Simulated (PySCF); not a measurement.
Job file and geometry (Å, from GFN2-xTB) of an NMR shielding run on SMILES CC[P@@](C)(=O)CC(F)(F)F, C5H10F3OP, PySCF, GIAO PBE0/pcSseg-1 NMR shielding, non-relativistic, gas phase; density fitting, a coarse starting grid and PySCF grid level 2 are the driver's defaults:

```
$ OMP_NUM_THREADS=1 python probes_run.py task.json out

{"job": {"kind": "nmr", "xc": "PBE0", "basis": "pcSseg-1"}, "charge": 0, "multiplicity": 1}
C      2.481956    -0.447599     0.558183
C      0.994675    -0.768999     0.552545
P      0.199682     0.170343    -0.814430
C      0.114147     1.930274    -0.323025
O      0.823278    -0.035600    -2.124095
C     -1.574450    -0.406439    -0.880704
C     -2.227143    -0.644204     0.450074
F     -2.033988     0.365699     1.314562
F     -3.557809    -0.794304     0.345041
F     -1.773279    -1.749618     1.058800
H      2.886183    -0.577382    -0.444253
H      2.656249     0.580802     0.868143
H      3.014783    -1.106721     1.240018
H      0.533785    -0.537035     1.511697
H      0.839714    -1.829451     0.335835
H     -0.423557     2.464463    -1.104494
H      1.135762     2.304625    -0.298381
H     -0.362730     2.084575     0.638336
H     -1.586254    -1.335955    -1.454011
H     -2.146152     0.343204    -1.432879
```

Task: Write the output of this run.

Result: 
```
coarse grid: 17600 points
cycle   1  E = -911.5311520925  dE =  1.556e+00  |g| = 1.274e+00  |ddm| = 3.939e+00
cycle   2  E = -910.7519389229  dE =  7.792e-01  |g| = 2.384e+00  |ddm| = 4.002e+00
cycle   3  E = -911.8024896716  dE = -1.051e+00  |g| = 3.584e-01  |ddm| = 3.370e+00
cycle   4  E = -911.8273466343  dE = -2.486e-02  |g| = 1.063e-01  |ddm| = 4.013e-01
cycle   5  E = -911.8290413094  dE = -1.695e-03  |g| = 2.898e-02  |ddm| = 7.306e-02
cycle   6  E = -911.8292075988  dE = -1.663e-04  |g| = 6.308e-03  |ddm| = 2.425e-02
cycle   7  E = -911.8292155349  dE = -7.936e-06  |g| = 9.284e-04  |ddm| = 7.077e-03
final grid: 167712 points
cycle   8  E = -911.9178698196  dE = -5.033e-05  |g| = 1.301e-02  |ddm| = 3.494e-02
cycle   9  E = -911.9178181161  dE =  5.170e-05  |g| = 2.099e-02  |ddm| = 2.807e-02
cycle  10  E = -911.9179037991  dE = -8.568e-05  |g| = 2.950e-03  |ddm| = 2.036e-02
cycle  11  E = -911.9179054863  dE = -1.687e-06  |g| = 2.576e-04  |ddm| = 2.824e-03
cycle  12  E = -911.9179054932  dE = -6.932e-09  |g| = 1.549e-04  |ddm| = 2.654e-04
cycle  13  E = -911.9179054968  dE = -3.525e-09  |g| = 2.844e-05  |ddm| = 9.995e-05
cycle  14  E = -911.9179054969  dE = -1.678e-10  |g| = 6.849e-06  |ddm| = 3.302e-05
converged SCF energy = -911.9179054969

GIAO shielding tensors (ppm)
atom      isotropic    diamagn.    paramagn.     s11        s22        s33       span
  0 C      180.663     246.880     -66.218    173.425    180.072    188.492     15.067
  1 C      157.911     259.144    -101.234    149.576    153.537    170.619     21.042
  2 P      306.051     966.546    -660.494    225.557    232.852    459.745    234.188
  3 C      168.692     258.449     -89.757    149.764    165.450    190.862     41.098
  4 O      233.950     394.135    -160.185    106.010    277.873    317.967    211.957
  5 C      143.249     260.410    -117.162    120.950    140.109    168.686     47.736
  6 C       53.463     242.823    -189.360     49.827     53.852     56.710      6.883
  7 F      251.780     478.853    -227.073    165.683    259.879    329.778    164.095
  8 F      237.088     469.077    -231.988    150.995    223.560    336.710    185.715
  9 F      245.377     476.783    -231.406    157.293    247.492    331.347    174.054
 10 H       29.863      29.413       0.450     24.579     29.284     35.726     11.148
 11 H       30.889      30.415       0.474     25.569     29.947     37.150     11.581
 12 H       30.356      28.063       2.293     25.095     27.615     38.358     13.264
 13 H       30.030      35.080      -5.050     25.194     30.553     34.344      9.151
 14 H       29.835      33.839      -4.003     24.524     30.381     34.602     10.078
 15 H       30.260      30.877      -0.618     26.903     27.851     36.024      9.121
 16 H       29.946      31.475      -1.529     25.511     28.961     35.367      9.856
 17 H       30.433      33.198      -2.765     26.015     29.622     35.661      9.646
 18 H       29.048      31.446      -2.398     25.801     28.347     32.997      7.197
 19 H       28.991      31.576      -2.584     25.683     28.829     32.462      6.778
```

Task: Turn these shieldings into chemical shifts. δ = σ(ref) − σ, references computed at the same level: 13C (σref 186.93) and 1H (σref 31.72) against TMS; 31P (σref 318.38) against H3PO4; 17O (σref 336.08) against H2O; 19F (σref 170.95) vs CFCl3.

Result: Averaging equivalent atoms: C 6: 133.5; C 5: 43.7; C 1: 29.0; C 3: 18.2; C 0: 6.3; P 2: 12.3; O 4: 102.1; F 7/8/9: -73.8; H 19: 2.73; H 18: 2.67; H 14: 1.88; H 13: 1.69; H 15/16/17: 1.50; H 10/11/12: 1.35 ppm. Unscaled 19F shifts against computed CFCl3 carry errors that often reach 10 to 50 ppm. Experimental scales use liquid or dissolved standards, which lie at an offset from isolated H2O (liquid H2O: subtract about 36 ppm) and H3PO4.

Size and cost of the density-fitted run: 227 basis functions, 52 s wall time on 1 thread of an Arm Neoverse V1, shared host; peak memory 1.1 GiB.
